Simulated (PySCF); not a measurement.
SMILES COC(=O)[SiH2][SiH2]C=O at its GFN2-xTB optimised geometry (Å):

```
16

C      1.1283     1.6546     0.0683
O      0.4791     0.3888     0.0000
C     -0.8491     0.3888     0.0000
O     -1.5295     1.3888     0.0000
Si    -1.5889    -1.3771     0.0430
Si    -3.1673    -1.2005     1.7297
C     -2.3460     0.0870     2.9012
O     -1.1509     0.2517     2.8871
H      0.9537     2.1029     1.0482
H      0.7358     2.3206    -0.7027
H      2.1880     1.4675    -0.0839
H     -0.4817    -2.3206     0.2125
H     -2.1880    -1.6132    -1.2780
H     -4.5147    -0.6989     1.4365
H     -3.3604    -2.3898     2.5720
H     -2.9642     0.6885     3.5976
```

Computed with PBE/def2-TZVP in PySCF 2.14.0.

Map of the log10 of the electron density (e/bohr³), floored at −4 on the plane z = 0.8 Å:

```
|00000000000000000000000000000|
|00000000000000000000000000000|
|00000000000000001110000000000|
|00000000000000122322100000000|
|00000000111112334443321000000|
|00000012233323456665432100000|
|00000123444444567876543210000|
|00001235566554578997654320000|
|00002346777655679998765421000|
|00012456788765678998765431000|
|00112456788766678887765431000|
|11223456788776777776654321000|
|33333455677877788765543210000|
|44444455677877888765432100000|
|55555555677777788764321000000|
|66666666677776676654210000000|
|77777777777766555543100000000|
|77777888877765544332000000000|
|67777888887766543211000000000|
|56677888887776543210000000000|
|45667777777777653210000000000|
|34556667777777653210000000000|
|23445556666777653200000000000|
|22334444555666543100000000000|
|11223333344454432100000000000|
|00111222223333321000000000000|
|00000011111222110000000000000|
|00000000000000000000000000000|
|00000000000000000000000000000|
```
Scale: ten equal steps from -4.00 (start of '0') to -0.548 (end of '9'), in the order '0123456789'; x runs from -4.50 to 4.50, y from -4.50 (bottom) to 4.50 (top).
